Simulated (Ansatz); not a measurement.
The lowest singlet and triplet of CH2 (SMILES [CH2]); geometries from B3LYP-D3(BJ)/def2-TZVP, each state relaxed from the structure named, with no frequency check.
Singlet (charge 0, multiplicity 1):
```xyz
3

C     -0.001     0.175     0.000
H     -0.860    -0.529     0.000
H      0.864    -0.521     0.000
```
Triplet (charge 0, multiplicity 3):
```xyz
3

C     -0.0004     0.1031     0.0000
H     -0.9952    -0.3128     0.0000
H      0.9974    -0.3058     0.0000
```

A positive gap puts the triplet lower; no zero-point energy. R- takes a restricted singlet. U- takes an unrestricted singlet (broken symmetry where lower, unprojected). The triplet is unrestricted in single-reference levels. Active spaces average the two states.

Frozen-core correlation.

Programs: Ansatz (Gaussian basis) for Hartree–Fock, density functionals and correlated methods. 

```json
[
 {"level": "R-HF/cc-pVDZ", "gap E(singlet) − E(triplet), adiabatic (kJ/mol)": "119.7"},
 {"level": "R-wB97M-V/def2-TZVPP", "gap E(singlet) − E(triplet), adiabatic (kJ/mol)": "39.6"},
 {"level": "U-B2PLYP/def2-TZVPP (spin-contaminated)", "gap E(singlet) − E(triplet), adiabatic (kJ/mol)": "34.1"},
 {"level": "U-MP2/cc-pVQZ (spin-contaminated)", "gap E(singlet) − E(triplet), adiabatic (kJ/mol)": "51.3"},
 {"level": "U-CCSD(T)/cc-pVDZ (spin-contaminated)", "gap E(singlet) − E(triplet), adiabatic (kJ/mol)": "47.2"},
 {"level": "SA-CASSCF(6,6)/cc-pVDZ", "gap E(singlet) − E(triplet), adiabatic (kJ/mol)": "58.5"},
 {"level": "SC-NEVPT2 on SA-CASSCF(6,6)/cc-pVQZ", "gap E(singlet) − E(triplet), adiabatic (kJ/mol)": "38.6"},
 {"level": "FIC-MRCISD+Q on SA-CASSCF(6,6)/cc-pVTZ", "gap E(singlet) − E(triplet), adiabatic (kJ/mol)": "40.4"},
 {"level": "FIC-MRCISD+Q on SA-CASSCF(6,6)/cc-pVQZ", "gap E(singlet) − E(triplet), adiabatic (kJ/mol)": "(withheld)"}
]
```

Question: Some entries are withheld; supply them.

Answer: 
- FIC-MRCISD+Q on SA-CASSCF(6,6)/cc-pVQZ, gap E(singlet) − E(triplet), adiabatic (kJ/mol): 37.5

Doubts at one or more of the structures used: a restricted determinant that unrestricted orbitals would lower (R-HF/cc-pVDZ, R-wB97M-V/def2-TZVPP).

Ansatz is an electronic-structure program.
